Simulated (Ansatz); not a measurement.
Cu3Cl3⁺, relaxed as a doublet with UKS r2SCAN-D4/def2-SVP in Ansatz, starting from the GFN1-xTB geometry. Force threshold 0.02 eV/Å.

The structure comes from a short search, and lower isomers may exist.

Start:

| atom | x (Å) | y (Å) | z (Å) |
| --- | --- | --- | --- |
| Cu1 | -0.106 | -1.011 | -1.650 |
| Cu2 | -1.131 | -0.616 | 1.602 |
| Cu3 | 1.215 | 1.711 | 0.095 |
| Cl4 | 0.063 | 1.194 | 1.879 |
| Cl5 | -1.229 | -2.008 | -0.073 |
| Cl6 | 1.187 | 0.730 | -1.854 |

Problem. Estimate the energy that the relaxation releases and the steps that it takes.

Solution. 83.1 kJ/mol, in 9 steps; 2 min on 4 threads of Arm Neoverse V2 on a shared host. No frequencies were taken in this run, so the end may be a saddle point.

Problem. Does the start keep its bonding?

Solution. By distances, no bond broke or formed, bridged metal pairs apart. The bond that changes most is Cu2–Cl4, from 2.19 to 2.17 Å (atoms count from 1). Metal–metal contacts that move far: Cu2–Cu3 3.63 to 2.72 Å, Cu1–Cu2 3.43 to 2.58 Å, Cu1–Cu3 3.49 to 2.72 Å. The end is the same structure that another start reached, the lowest one found.

Problem. Predict the relaxed structure.

Solution. 
```xyz
6

Cu   -0.0609   -0.8154   -1.2643
Cu   -0.7873   -0.4745    1.1910
Cu    0.8963    1.3524    0.0781
Cl    0.0587    1.3162    2.0881
Cl   -1.3698   -2.1311   -0.1100
Cl    1.2631    0.7525   -1.9830
```
Bond lengths (bridged metal pairs left out): 6 × Cl–Cu 2.17 to 2.19 Å.
